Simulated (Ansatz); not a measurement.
One change: `C[SiH2]C#N` becomes `C[SiH](S)C#N`.

Ansatz, PBE0-D4/def2-TZVP geometries, multiplicity 1. Each molecule was computed in one conformer, which needn't be the lowest.

```tsv
property	`C[SiH2]C#N`
HOMO–LUMO gap (PBE/def2-TZVPP) / eV	6.75
HOMO energy (PBE/def2-TZVPP) / eV	-8.21
size of the dipole moment (PBE/def2-TZVPP) / D	3.93
HOMO energy (B3LYP/def2-TZVPP) / eV	-9.29
HOMO energy (ωB97M-V/def2-TZVPP) / eV	-11.80
LUMO energy (PBE0/def2-TZVPP) / eV	-0.52
```

(1) Give the same properties after the change, and the shifts. (Best estimate.)

## Answers

(1) Computed: 
| property | `C[SiH](S)C#N` | shift |
| --- | --- | --- |
| HOMO–LUMO gap (PBE/def2-TZVPP) / eV | 5.02 | -1.73 |
| HOMO energy (PBE/def2-TZVPP) / eV | -6.76 | 1.45 |
| size of the dipole moment (PBE/def2-TZVPP) / D | 3.37 | -0.56 |
| HOMO energy (B3LYP/def2-TZVPP) / eV | -7.76 | 1.53 |
| HOMO energy (ωB97M-V/def2-TZVPP) / eV | -10.23 | 1.57 |
| LUMO energy (PBE0/def2-TZVPP) / eV | -0.81 | -0.29 |

With PBE0 the HOMO rises by 1.51 eV and the LUMO falls by 0.29 eV, so the gap narrows by about 1.80 eV. PBE moves the HOMO by 1.45 eV and ωB97M-V by 1.57 eV. Dipoles are sizes alone; their direction can turn.

B3LYP here is the variant with VWN-RPA as its local correlation; programs differ in this.
